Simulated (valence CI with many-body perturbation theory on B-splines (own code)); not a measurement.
The numbers below are computed, except where a source is named.
Hyperfine factors and g values of Yb30+

Method: configuration interaction combined with many-body perturbation theory (CI+MBPT): four valence electrons over a frozen Dirac-Fock core [Kr], radial functions for each j: 7 s, 7 p, 8 d, 6 f, 4 g, 1 h, with the one-electron correlation potential Σ1 (screened to all orders), the two-electron term Σ2, the three-electron term Σ3, Breit, model QED; selected single and double excitations, second order for the rest, scaled by the run's own slope (own B-spline code, finite nucleus).

The last digits are not significant, and no measured levels were compared; by estimate large intervals hold to a few tenths of a per cent, small ones and those within an open d or f shell to about a per cent. The list stops below the first excitations out of the core.

A/g_I is the dipole constant over the nuclear g factor μ/I (μ in nuclear magnetons, uniformly magnetised nucleus), B/Q the quadrupole constant per barn. Both hold the static response of the core; the bare values leave it out. Large factors of s and p1/2 electrons are usually good to 5 to 10 %; those of open d and f shells near neutrality can be off by tens of per cent, and small factors of p3/2, d and f electrons come from cancelling terms and can be off by a factor of two or in sign, in half-filled shells by more. B is blank for J = 1/2, where it vanishes, and for nearly pure S terms. Energies count from the lowest level. Levels with J = 0 are left out.

Levels are named by their leading jj configuration (3d3/2^4 stands for four electrons in 3d with j = 3/2), which in mixed levels can hold well under half, so a name can repeat and another be missing. Letters in brackets count levels of one name in rising energy.

```tsv
Level	E (cm⁻¹)	g	A/g_I (MHz)	A/g_I bare	B/Q (MHz/b)	B/Q bare
(4d3/2^3 4d5/2) J=1	79859	1.497	-1620	-766	4180	4000
(4d3/2^3 4d5/2) J=2	114090	1.299	6310	6710	8260	7930
(4d3/2^3 4d5/2) J=4	116160	1.097	11700	11600	103	16.2
(4d3/2^3 4d5/2) J=3	125650	1.198	9700	9880	5610	5360
(4d3/2^2 4d5/2^2) J=2 [a]	194620	1.148	5290	5410	8280	7970
(4d3/2^2 4d5/2^2) J=4 [a]	194940	1.159	9330	9440	-4820	-4690
(4d3/2^2 4d5/2^2) J=3 [a]	199660	1.117	8510	8550	1860	1780
(4d3/2^2 4d5/2^2) J=5	213420	1.082	10800	10800	10300	9910
(4d3/2^2 4d5/2^2) J=1	221090	1.153	11700	11800	815	762
(4d3/2^2 4d5/2^2) J=6	223360	1.084	11400	11400	12400	11900
(4d3/2^2 4d5/2^2) J=4 [b]	235140	1.032	12500	12300	-4100	-3910
(4d3/2^2 4d5/2^2) J=3 [b]	235390	1.110	11900	11900	3630	3490
(4d3/2^2 4d5/2^2) J=2 [b]	238260	1.102	10800	10800	3890	3730
(4d3/2^2 4d5/2^2) J=2 [c]	272570	1.009	14900	14700	-1370	-1340
(4d3/2^2 4d5/2^2) J=4 [c]	279610	1.227	7840	8100	16400	15800
(4d3/2 4d5/2^3) J=3 [a]	308000	1.155	6620	6740	1390	1360
(4d3/2 4d5/2^3) J=4 [a]	309950	1.114	8450	8480	-5480	-5280
(4d3/2^2 4d5/2^2) J=2 [d]	312560	1.217	9440	9660	-4080	-3880
(4d3/2 4d5/2^3) J=1 [a]	321650	0.899	12100	11700	4860	4640
(4d3/2 4d5/2^3) J=5	323620	1.145	9300	9380	-7040	-6790
(4d3/2 4d5/2^3) J=6	327860	1.076	10800	10700	14500	14000
(4d3/2 4d5/2^3) J=2 [a]	347110	1.041	12300	12100	9930	9490
(4d3/2 4d5/2^3) J=3 [b]	352170	1.089	10500	10500	4420	4300
(4d3/2 4d5/2^3) J=3 [c]	389680	1.062	11700	11600	15600	15000
(4d3/2 4d5/2^3) J=1 [b]	389940	1.440	1600	2310	-7190	-6890
(4d3/2 4d5/2^3) J=4 [b]	395570	1.041	11900	11700	14400	13900
(4d3/2 4d5/2^3) J=2 [b]	403630	1.113	10600	10600	-15700	-15000
(4d5/2^4) J=4	437720	1.160	7840	7960	-13600	-13100
(4d5/2^4) J=2	470780	1.046	8870	8770	5070	4860
```

Q: Take the isotope of mass number 171, with I = 1/2, μ = 0.4923 μN. What is the hyperfine structure of (4d3/2^2 4d5/2^2) J=2 [a]?

A: From the table A = 5210 MHz. Shifts from the centre of gravity in MHz: F = 3/2: -7820, F = 5/2: 5210.
